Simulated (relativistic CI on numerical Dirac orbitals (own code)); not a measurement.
**Electric-dipole lines of Sc IX**

These numbers are calculated, not measured: Dirac-Coulomb-Breit CI, orbitals from a KLI potential per configuration, model QED (radiative potential, 1s self-energy scaled to tabulated hydrogen-like ionisation energies), valence Slater integrals scaled by 0.9, P86 correlation estimate, and configurations built on the next ion tied to the tabulated ionisation energy (semi-empirical) (own radial code, finite nucleus).

CI space (outside the closed core [Ne]): 3s2 3p, 3s2 3d, 3s2 4s, 3s2 4p, 3s2 4d, 3s2 5s, 3s2 4f, 3s 3p2, 3p3, 3s 3p 3d, 3p 3d2, 3p2 3d, 3s 3d2, 3p2 4s, 3p2 4p, 3s 3d 4s, 3s 3p 4s, 3s 3d 4p, 3s 3p 4p, 3p 3d 4s, 3s 3p 4d, 3s2 5p, 3p 3d 4p, 3s 3p 4f. Levels of other configurations are missing.

```
λ vac (Å)                Lower                Upper   A (s⁻¹)  log gf  S velocity/length
   102.11   3s2 3p 2P°_1/2 [1]  3s2 5s 2S_1/2 [140]  3.81e+09   -1.92               0.68
   102.71   3s2 3p 2P°_3/2 [2]  3s2 5s 2S_1/2 [140]  2.87e+10   -1.04               0.83
   120.01   3s2 3p 2P°_1/2 [1]   3s2 4d 2D_3/2 [86]  3.52e+10   -0.52               0.94
   120.82   3s2 3p 2P°_3/2 [2]   3s2 4d 2D_5/2 [87]  4.25e+10   -0.25               0.94
   120.85   3s2 3p 2P°_3/2 [2]   3s2 4d 2D_3/2 [86]  7.18e+09   -1.20               0.94
   153.71   3s2 3p 2P°_1/2 [1]   3s2 4s 2S_1/2 [47]  2.30e+10   -0.79               0.89
   155.08   3s2 3p 2P°_3/2 [2]   3s2 4s 2S_1/2 [47]  4.66e+10   -0.47               0.89
   170.28   3s2 3d 2D_3/2 [11]  3s2 4f 2F°_5/2 [95]  1.21e+11    0.50               0.94
   170.34   3s2 3d 2D_5/2 [12]  3s2 4f 2F°_7/2 [96]  1.30e+11    0.65               0.94
   332.85   3s2 3p 2P°_1/2 [1]   3s2 3d 2D_3/2 [11]  2.06e+10    0.14               1.07
   339.00   3s2 3p 2P°_3/2 [2]   3s2 3d 2D_5/2 [12]  2.40e+10    0.39               1.07
   339.32   3s2 3p 2P°_3/2 [2]   3s2 3d 2D_3/2 [11]  4.46e+09   -0.51               1.06
   933.86  3s2 4p 2P°_3/2 [66]   3s2 4d 2D_5/2 [87]  3.02e+09    0.37               0.76
   1840.8   3s2 4d 2D_5/2 [87]  3s2 4f 2F°_7/2 [96]  3.69e+08    0.18               0.87
```

Terms are leading LS components. Brackets give the number of a level in order of energy, since labels repeat. The list gives strong lines, with weight on those to low levels, without configurations that were not tied to measured data, among the lowest 300 of 359 levels, so that lines to higher ones, which can be the strongest, are missing. Levels whose partners in the same complex of configurations lie outside the list can be far off, and so can their lines. Rates are taken at the computed energies, electric ones in the length gauge. A velocity-to-length ratio far from 1 marks an uncertain rate.

Configurations that consist of the next ion and one excited electron were tied to the tabulated ionisation energy; Rydberg ones are usually within 1,000 to 3,000 cm⁻¹ and the lowest ones within about 6,000 (9,000 in d shells), while levels on excited terms of the next ion carry the error of that term, and the other configurations can be misplaced by 10,000 cm⁻¹ or more. Rates follow the energies as ν³ (E1, M1) or ν⁵ (E2), so rates, branching and lifetimes can be off by large factors.
